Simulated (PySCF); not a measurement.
PBE on Si⁻ (silicon, charge -1), [Ne] 3s2 3p3, high-spin 4S determinant. All numbers are calculated (PySCF 2.14, the non-relativistic Hamiltonian (point nucleus), in aug-cc-pwCVQZ).

```
cycle= 1 E= -289.28848281399  delta_E= -0.0105  |g|= 0.0148  |ddm|= 1.49
cycle= 2 E= -289.288501449523  delta_E= -1.86e-05  |g|= 0.00691  |ddm|= 0.177
cycle= 3 E= -289.288506880003  delta_E= -5.43e-06  |g|= 0.000877  |ddm|= 0.0602
cycle= 4 E= -289.288506154027  delta_E= 7.26e-07  |g|= 0.00126  |ddm|= 0.00951
cycle= 5 E= -289.288508147834  delta_E= -1.99e-06  |g|= 1.99e-05  |ddm|= 0.00569
cycle= 6 E= -289.288508148465  delta_E= -6.3e-10  |g|= 2.16e-06  |ddm|= 0.000373
converged SCF energy = -289.288508148465  <S^2> = 3.7504087  2S+1 = 4.0002044
```

Highest occupied orbital energy: 1.125 eV; ⟨L²⟩ = 0.00; populations by l: s 6.00, p 9.00, d 0.00, f 0.00.

Problem. Can this result be used?

Solution. With care. Self-consistency was reached. At PBE the highest occupied level has a positive energy, so only the finite basis holds that electron; in a semilocal or global hybrid functional this comes from self-interaction and does not mean that the real anion is unbound.
